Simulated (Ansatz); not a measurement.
`OB(Cl)CCl`, relaxed with RKS PBE0-D4/def2-TZVP in Ansatz 0.2.0 from a PBE-D4/def2-SVP geometry. The force threshold is 0.005 eV/Å; the program also tests the step.

Charge 0, multiplicity 1.

Start:

```xyz
8

O    -0.381    0.803   -1.482
B    -0.703    0.299   -0.276
Cl   -2.378    0.422    0.288
C     0.358   -0.409    0.673
Cl    2.001   -0.418   -0.099
H     0.581    0.651   -1.637
H     0.077   -1.460    0.886
H     0.444    0.112    1.648
```

Task: By how much does the energy fall, and how many steps does the optimiser take? (Best estimate.)

Result: Computed: 3.41 kJ/mol, in 7 steps, 1 of them rejected.

Task: Which bonds change most? (An estimate is asked.)

Result: Ansatz gave: C4–Cl5 from 1.816 to 1.788 Å; O1–H6 from 0.986 to 0.968 Å; C4–H7 from 1.109 to 1.091 Å; C4–H8 from 1.109 to 1.091 Å.

Task: Give the relaxed structure. (An estimate is asked.)

Result: Computed: 
```xyz
8

O    -0.384    0.801   -1.474
B    -0.687    0.294   -0.275
Cl   -2.348    0.408    0.297
C     0.360   -0.408    0.671
Cl    1.995   -0.441   -0.054
H     0.555    0.676   -1.673
H     0.073   -1.440    0.880
H     0.436    0.110    1.628
```
